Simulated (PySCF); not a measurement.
Exercise with solution: refractive index and permittivity of the vapour

(1-methylcyclopropyl)methanol (C5H10O), SMILES C1CC1(C)CO.

The structure is a stationary point at B3LYP-D3(BJ)/def2-SVP. One conformer was computed; it need not be the lowest.

PBE/def2-TZVP (PySCF) gives a mean static polarisability of 65.8 bohr³ and a dipole moment of 1.51 D. Take an ideal gas at 298.15 K and 1 bar, whether or not the substance is that volatile.

**Question.** Work out n − 1 in the optical limit and the static ε − 1.

**Answer.** 
Polarisability volume α' = 65.8 × 0.148185 = 9.75 Å³. Number density N = p/kT = 2.43e-5 Å⁻³.
Dilute limit of Lorentz–Lorenz: n − 1 = 2π N α' = 0.0015.
Orientation term of Debye: μ²/(3kT) = 8.098 Å³ × μ²(D²) = 18.46 Å³.
ε − 1 = 4π N (α' + μ²/3kT) = 0.0086. Orientation of the dipole supplies 65 % of the static response; it can't follow optical fields. Vibrational polarisation and dispersion are left out.
